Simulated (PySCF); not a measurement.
C2H6Si (SMILES C[Si]C), singlet, at a GFN2-xTB geometry; PySCF with R2SCAN/6-31G*.

The PySCF input:
```python
from pyscf import gto, scf, dft

mol = gto.M(
    atom='''
Si   -0.25781853    0.11561357    0.69927516
C     0.74714689    1.26727629   -0.47256628
H     0.92573921    2.24312512   -0.02482989
H     0.22513318    1.43369211   -1.41547096
H     1.72091760    0.83786826   -0.71036843
C    -0.40578857   -1.42035160   -0.45329187
H     0.57448304   -1.79226401   -0.75330936
H    -0.95623279   -1.18077588   -1.36366825
H    -0.92873070   -2.24178365    0.03294363
''',
    basis='6-31g*',
    verbose=4,
)

mf = dft.RKS(mol)
mf.xc = 'r2scan'
mf.kernel()
```

Output, abridged:

```
PySCF version 2.14.0

[INPUT] verbose = 4
[INPUT] num. atoms = 9
[INPUT] num. electrons = 32
[INPUT] charge = 0
[INPUT] spin (= nelec alpha-beta = 2S) = 0
[INPUT] symmetry False subgroup None
[INPUT] Mole.unit = angstrom
[INPUT] Symbol           X                Y                Z      unit          X                Y                Z       unit  Magmom
[INPUT]  1 Si    -0.257818530000   0.115613570000   0.699275160000 AA   -0.487206411538   0.218477983583   1.321438538111 Bohr   0.0
[INPUT]  2 C      0.747146890000   1.267276290000  -0.472566280000 AA    1.411902996921   2.394805112255  -0.893020844905 Bohr   0.0
[INPUT]  3 H      0.925739210000   2.243125120000  -0.024829890000 AA    1.749393569671   4.238892139932  -0.046921691803 Bohr   0.0
[INPUT]  4 H      0.225133180000   1.433692110000  -1.415470960000 AA    0.425440051752   2.709285434850  -2.674852451675 Bohr   0.0
[INPUT]  5 H      1.720917600000   0.837868260000  -0.710368430000 AA    3.252062946944   1.583341539866  -1.342401780237 Bohr   0.0
[INPUT]  6 C     -0.405788570000  -1.420351600000  -0.453291870000 AA   -0.766829261779  -2.684075524588  -0.856597488792 Bohr   0.0
[INPUT]  7 H      0.574483040000  -1.792264010000  -0.753309360000 AA    1.085615608808  -3.386888121815  -1.423548377471 Bohr   0.0
[INPUT]  8 H     -0.956232790000  -1.180775880000  -1.363668250000 AA   -1.807018084429  -2.231343027692  -2.576959517265 Bohr   0.0
[INPUT]  9 H     -0.928730700000  -2.241783650000   0.032943630000 AA   -1.755046666476  -4.236357129028   0.062254438249 Bohr   0.0

nuclear repulsion = 96.5074598286283
number of shells = 32
number of NR pGTOs = 129
number of NR cGTOs = 58
basis = 6-31g*
ecp = {}

******** <class 'pyscf.dft.rks.RKS'> ********
method = RKS
initial guess = minao
damping factor = 0
level_shift factor = 0
DIIS = <class 'pyscf.scf.diis.CDIIS'>
diis_start_cycle = 1
diis_space = 8
diis_damp = 0
SCF conv_tol = 1e-09
SCF conv_tol_grad = None
SCF max_cycles = 50
direct_scf = True
direct_scf_tol = 1e-13
XC library pyscf.dft.libxc version 7.1.2
    S. Lehtola, C. Steigemann, M. J. T. Oliveira, and M. A. L. Marques,  SoftwareX 7, 1–5 (2018)
XC functionals = r2scan
    J. W. Furness, A. D. Kaplan, J. Ning, J. P. Perdew, and J. Sun,  J. Phys. Chem. Lett. 11, 8208–8215 (2020)
    J. W. Furness, A. D. Kaplan, J. Ning, J. P. Perdew, and J. Sun,  J. Phys. Chem. Lett. 11, 9248–9248 (2020)
    J. W. Furness, A. D. Kaplan, J. Ning, J. P. Perdew, and J. Sun,  J. Phys. Chem. Lett. 11, 8208–8215 (2020)
    J. W. Furness, A. D. Kaplan, J. Ning, J. P. Perdew, and J. Sun,  J. Phys. Chem. Lett. 11, 9248–9248 (2020)
radial grids:
    Treutler-Ahlrichs [JCP 102, 346 (1995); DOI:10.1063/1.469408] (M4) radial grids

becke partition: Becke, JCP 88, 2547 (1988); DOI:10.1063/1.454033
pruning grids: <function nwchem_prune>
grids dens level: 3
symmetrized grids: False
atomic radii adjust function: <function treutler_atomic_radii_adjust>
small_rho_cutoff = 0
Set gradient conv threshold to 3.16228e-05
Initial guess from minao.
tot grids = 106264
init E= -368.994273133982
  HOMO = -0.231317509496034  LUMO = -0.129264847570471  gap/eV = 2.77699
cycle= 1 E= -369.07286313133  delta_E= -0.0786  |g|= 0.549  |ddm|= 2.52
  HOMO = -0.15129747337985  LUMO = -0.0921477813265095  gap/eV = 1.60955
cycle= 2 E= -368.987368215889  delta_E= 0.0855  |g|= 0.755  |ddm|= 1.18
  HOMO = -0.17572909368605  LUMO = -0.0995737216670429  gap/eV = 2.07229
cycle= 3 E= -369.1536564514  delta_E= -0.166  |g|= 0.0363  |ddm|= 0.796
  HOMO = -0.1826839802147  LUMO = -0.104027445465262  gap/eV = 2.14035
cycle= 4 E= -369.154193879399  delta_E= -0.000537  |g|= 0.0089  |ddm|= 0.105
  HOMO = -0.181318743777888  LUMO = -0.102737114713943  gap/eV = 2.13832
cycle= 5 E= -369.154223846753  delta_E= -3e-05  |g|= 0.00165  |ddm|= 0.0172
  HOMO = -0.181536438350743  LUMO = -0.103026347469946  gap/eV = 2.13637
cycle= 6 E= -369.154224715077  delta_E= -8.68e-07  |g|= 0.00037  |ddm|= 0.00267
  HOMO = -0.181488351015724  LUMO = -0.102978770822744  gap/eV = 2.13635
cycle= 7 E= -369.154224757903  delta_E= -4.28e-08  |g|= 6.08e-05  |ddm|= 0.000587
  HOMO = -0.181510775481574  LUMO = -0.102996561943943  gap/eV = 2.13648
cycle= 8 E= -369.154224759323  delta_E= -1.42e-09  |g|= 7.42e-06  |ddm|= 0.000165
  HOMO = -0.181509228995241  LUMO = -0.102994767585856  gap/eV = 2.13649
cycle= 9 E= -369.154224759345  delta_E= -2.15e-11  |g|= 2.03e-06  |ddm|= 1.62e-05
  HOMO = -0.181509182745304  LUMO = -0.102994719006997  gap/eV = 2.13649
Extra cycle  E= -369.154224759342  delta_E= 2.39e-12  |g|= 3.22e-06  |ddm|= 6.59e-06
converged SCF energy = -369.154224759342
```
